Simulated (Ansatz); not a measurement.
Coupled-cluster run, CH$_{8}$N$_{2}$Sn (`N[CH2][SnH2][NH2]`).

```yaml
crystal:
  periodic: [false, false, false]
  atoms:
    - {symbol: N, position_ang: [-1.672373, 0.623588, 0.203524]}
    - {symbol: C, position_ang: [-0.432297, 1.072128, -0.416982]}
    - {symbol: Sn, position_ang: [1.171006, -0.142769, 0.373865]}
    - {symbol: N, position_ang: [0.894312, -2.101087, -0.096115]}
    - {symbol: H, position_ang: [-2.477343, 1.082122, -0.206741]}
    - {symbol: H, position_ang: [-1.683328, 0.839972, 1.192171]}
    - {symbol: H, position_ang: [-0.208431, 2.142075, -0.305329]}
    - {symbol: H, position_ang: [-0.472923, 0.858926, -1.488104]}
    - {symbol: H, position_ang: [2.712867, 0.292670, -0.227473]}
    - {symbol: H, position_ang: [1.115088, -0.042709, 2.083723]}
    - {symbol: H, position_ang: [1.215475, -2.323613, -1.029936]}
    - {symbol: H, position_ang: [-0.085152, -2.356603, -0.048701]}
basis:
  gaussian: {orbitals: def2-TZVPP}
correlation: {method: ccsd_t}
output: {orbitals: {seedname: orbitals}}
```

```sh
$ ansatz run in.yaml --threads 4 --pin off --events-out ev --progress --plain --max-ram 10444MiB
```

The program prints (abridged):

```
Functional definition: HF
1651 factors; integrals over basis functions are off by at most 1.3e-3 eV
mean field evaluation 1: about -9921.8748 eV, gradient 4.7e1 eV
mean field evaluation 2: about -9922.0534 eV, gradient 4.7e1 eV
mean field evaluation 4: about -9926.8824 eV, gradient 3.8e0 eV
mean field evaluation 8: about -9926.9412 eV, gradient 2.8e-1 eV
mean field -9926.94153771 eV, -364.8083727880 hartree, gradient 2.3e-6 eV, S^2 0.000000; 0 other end points of the search recorded, 0 dependent functions left out
7 core orbitals not correlated: weight in the atoms' cores, before any rotation towards them, 1.000 or more for the frozen orbitals, at most 0.000 for the correlated occupied ones
reference -9926.94153771 eV, -364.8083727880 hartree; 18, 18 occupied and 230, 230 virtual orbitals, 1651 factors
second order -25.86268846 eV of doubles, -0.00000000 eV of singles
cycle   1  -25.92811603 eV  change   -6.5e-2 eV  update   1.1e-1
cycle   2  -26.55474865 eV  change   -6.3e-1 eV  update   3.0e-2
cycle   3  -26.66084803 eV  change   -1.1e-1 eV  update   1.5e-2
cycle   4  -26.65066834 eV  change    1.0e-2 eV  update   3.6e-3
cycle   5  -26.64934359 eV  change    1.3e-3 eV  update   1.7e-3
cycle   6  -26.64982486 eV  change   -4.8e-4 eV  update   5.5e-4
cycle   7  -26.64958810 eV  change    2.4e-4 eV  update   2.6e-4
cycle   8  -26.64953983 eV  change    4.8e-5 eV  update   1.0e-4
cycle   9  -26.64958454 eV  change   -4.5e-5 eV  update   3.7e-5
cycle  10  -26.64958591 eV  change   -1.4e-6 eV  update   1.4e-5
perturbative correction -0.94456296 eV, -0.0347120486 hartree
Total energy: -9954.53568658 eV, -365.8224390550 hartree
```

It took 4.4 min on 4 threads of an Arm Neoverse V2 on a shared host, with 6.4 GiB of host memory at the peak.

MP2 recovers 93.7 % of the CCSD(T) correlation energy and the triples give 3.4 %; T1 = 0.0116.
